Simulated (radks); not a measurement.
Values are calculated unless marked as measured or tabulated.
Task: The mean radii <r> (bohr) of the occupied orbitals of an atom or ion are listed with their occupations. Level of theory: non-relativistic Kohn-Sham, PBEsol, spin-polarised, spherical densities, point nucleus (a radial shooting solver on a logarithmic mesh with Libxc functionals).

orbital  occ.     <r>
1s up       1  0.1118
1s down     1  0.1118
2s up       1  0.5690
2s down     1  0.5682
2p up       3  0.5355
2p down     3  0.5341
3s up       1   1.843

Name the element and its charge. Open shells, if any, are filled with parallel spins first.

Result: Z = 14, silicon, charge +3: Si3+ in [Ne] 3s1. The 1s radius gives Z: for a bare nucleus <r> = 1.5/Z, 0.1071 bohr for Z = 14, and screening makes it slightly larger (0.1118 here). The occupations add up to 11, and the charge is Z minus that.
